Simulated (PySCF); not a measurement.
Constitutional and geometric isomers with formula C4H3N. Isolated molecules, 0 K electronic values unless said otherwise. Strings in code marks are SMILES. All members: neutral, multiplicity 1. Level: M06-2X/def2-TZVP // B3LYP-D3(BJ)/def2-TZVP (PySCF), beside PBE-D3(BJ)/def2-TZVP // B3LYP-D3(BJ)/def2-TZVP (PySCF) at the same geometries.  Orbital energies are measured against the vacuum level.

```tsv
species	HOMO, PBE (eV)	HOMO, M06-2X (eV)
`N#CC1C=C1`	-7.33	-9.79
`C=C=CC#N`	-7.08	-9.41
`N#CC1=CC1`	-6.92	-9.22
`N=c1c2c1C2`	-6.05	-8.28
`C#CC=C=N`	-5.48	-7.67
`C=C=C=C=N`	-5.44	-7.51
`C#CNC#C`	-5.33	withheld
`N=C=C1C=C1`	-4.34	-6.58
```

Q: Fit y = a + b·x, y being the HOMO at the first level, to the 7 complete rows by least squares, with x = the PBE value in eV. Give a, b and the rms residual, and predict the withheld value.

A: Means of the 7 rows: x̄ = -6.0914, ȳ = -8.3514 eV. Σ(x − x̄)² = 7.0653 and Σ(x − x̄)(y − ȳ) = 7.6182, so b = 1.078 and a = ȳ − b·x̄ = -1.785 eV. The rms residual is 0.081 eV. At x = -5.33 the line gives -7.53 eV. The run for `C#CNC#C` gave -7.62 eV, so the line is off by 0.09 eV, within twice the rms residual.

Codes: PySCF.
